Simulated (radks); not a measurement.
The numbers below are computed, except where a source is named.
Nd53+, 7 electrons, occupied as [He] 2s2 2p3.

Level of theory: scalar-relativistic Kohn-Sham, r2SCAN, spin-polarised, spherical densities, finite nucleus; open shells are filled with parallel spins first (spin-orbit coupling, left out, can overturn this in heavy ions); meta-GGA in the generalised Kohn-Sham scheme; Fermi nuclear charge, rms radius 4.9123 fm (a radial shooting solver on a logarithmic mesh with Libxc functionals).

Energy parts (hartree):
| part | energy |
|---|---|
| total | -5866.9408 |
| kinetic | 6400.3872 |
| electron-nucleus | -12532.8786 |
| Hartree | 345.5269 |
| exchange-correlation | -79.9763 |

Orbitals (lengths in bohr, moments of r in powers of bohr; <r^-3> diverges for s and p1/2; r(max) is where P^2 peaks):
| orbital | occ. | eigenvalue (hartree) | <r^-3> | <r> | <r^2> | r(max) |
|---|---|---|---|---|---|---|
| 1s up | 1 | -1775.296 | - | 0.02358 | 0.0007565 | 0.01509 |
| 1s down | 1 | -1773.076 | - | 0.02355 | 0.0007541 | 0.01508 |
| 2s up | 1 | -415.3896 | - | 0.09728 | 0.01112 | 0.08362 |
| 2s down | 1 | -411.9996 | - | 0.09766 | 0.01121 | 0.08384 |
| 2p up | 3 | -391.6746 | 9866 | 0.08479 | 0.008704 | 0.06690 |
| 2p down | 0 | -387.4075 | 9780 | 0.08525 | 0.008805 | 0.06720 |
| 3s up | 0 | -173.7370 | - | 0.2287 | 0.05956 | 0.2187 |
| 3s down | 0 | -171.7711 | - | 0.2275 | 0.05906 | 0.2175 |
| 3p up | 0 | -166.6500 | 2841 | 0.2196 | 0.05569 | 0.2087 |
| 3p down | 0 | -164.5935 | 2904 | 0.2185 | 0.05524 | 0.2078 |
| 3d up | 0 | -160.9386 | 441.8 | 0.1893 | 0.04115 | 0.1604 |
| 3d down | 0 | -159.1183 | 439.9 | 0.1888 | 0.04089 | 0.1611 |

The highest occupied level is 2p up at -10658.0 eV. The spin density at the nucleus is -59.9 e/bohr^3 (1s -435.2, 2s 375.3). Spin moment in Bohr magnetons: 3.
